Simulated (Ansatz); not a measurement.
Ansatz (a program for electronic structure) input (X2C-CCSD(T)/cc-pVTZ-DK):

Ansatz 0.2 input:
```yaml
crystal:
  periodic: [false, false, false]
  atoms:
    - {symbol: N, position_ang: [-1.31713733, -0.60260130, 0.56815201]}
    - {symbol: Si, position_ang: [0.16172077, -0.27363420, -0.24188589]}
    - {symbol: N, position_ang: [1.30558102, 0.10388930, 0.96648028]}
    - {symbol: F, position_ang: [-0.22276746, 0.93599993, -1.24762215]}
    - {symbol: H, position_ang: [-1.35177196, -1.33669038, 1.25897181]}
    - {symbol: H, position_ang: [-2.18836719, -0.52716771, 0.06493191]}
    - {symbol: H, position_ang: [2.29584955, 0.07870198, 0.78967499]}
    - {symbol: H, position_ang: [1.06600026, 0.68301955, 1.75899718]}
basis:
  gaussian:
    orbitals: cc-pVTZ-DK
magnetization: {spin_polarized: true, initial_magnetization: 1}
correlation: {method: ccsd_t, electrons: outside_noble_gas}
```

End of the output:

```
coupled cluster: 5.91 GiB planned
cycle   1  -21.21521714 eV  change   -1.9e-2 eV  update   8.8e-2
cycle   2  -21.63966175 eV  change   -4.2e-1 eV  update   2.7e-2
cycle   3  -21.74446156 eV  change   -1.0e-1 eV  update   1.5e-2
cycle   4  -21.73543813 eV  change    9.0e-3 eV  update   5.0e-3
cycle   5  -21.73226916 eV  change    3.2e-3 eV  update   2.6e-3
cycle   6  -21.73346951 eV  change   -1.2e-3 eV  update   1.1e-3
cycle   7  -21.73336317 eV  change    1.1e-4 eV  update   4.4e-4
cycle   8  -21.73339992 eV  change   -3.7e-5 eV  update   1.8e-4
cycle   9  -21.73345905 eV  change   -5.9e-5 eV  update   7.3e-5
cycle  10  -21.73342514 eV  change    3.4e-5 eV  update   3.1e-5
cycle  11  -21.73343871 eV  change   -1.4e-5 eV  update   1.3e-5
perturbative correction -0.76379734 eV, -0.0280690346 hartree
Total energy: -13642.86498997 eV, -501.3660409155 hartree
Relativity: scalar
```

It need not be the lowest isomer of its formula.
